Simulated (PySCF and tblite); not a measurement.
Values are calculated unless marked as measured or tabulated.
C4H7Br, numbered as in [CH2:1]=[CH:2][CH2:3][CH2:4][Br:5].

Conformers came from 90 starts (ETKDG and KDG, MMFF94s, GFN2-xTB); geometries are PBE0-D3(BJ)/def2-SVP. Weights use PBE0-D3(BJ)/def2-TZVP energies plus GFN2-xTB zero-point and thermal terms (modes under about 100 cm⁻¹ blended into free rotors). Symmetry numbers and mirror images are counted. Conformers within 4 kcal/mol (GFN2-xTB free energy) were kept, 7 at most. (PySCF 2.14, tblite 0.8.)

Rotational constants are equilibrium values for the commonest isotopes; dipoles come from the energy level named.

Torsions listed: C1–C2–C3–C4, C2–C3–C4–Br5. Of a mirror pair one member is shown.

```
conformer         shape   symmetry  weight %
        1  -115°, -179°  C1 (pair)      40.0
        2     119°, 64°  C1 (pair)      28.2
        3    -122°, 65°  C1 (pair)      18.3
        4      0°, 180°         Cs       8.6
        5      0°, -72°  C1 (pair)       4.9
```

Sets of constants, in random order:

```csv
set,A (MHz),B (MHz),C (MHz),abs μa (D),abs μb (D),abs μc (D)
P,6212,1620,1367,1.32,1.59,0.10
Q,18366,988,980,1.90,0.57,0.07
R,8986,1314,1204,1.41,1.34,0.22
S,6327,1705,1463,1.54,1.43,0.43
T,15204,1089,1029,1.85,0.02,0.00
```

Q: Match each set to its conformer.

A: P is conformer 3, Q is conformer 1, R is conformer 2, S is conformer 5, T is conformer 4.
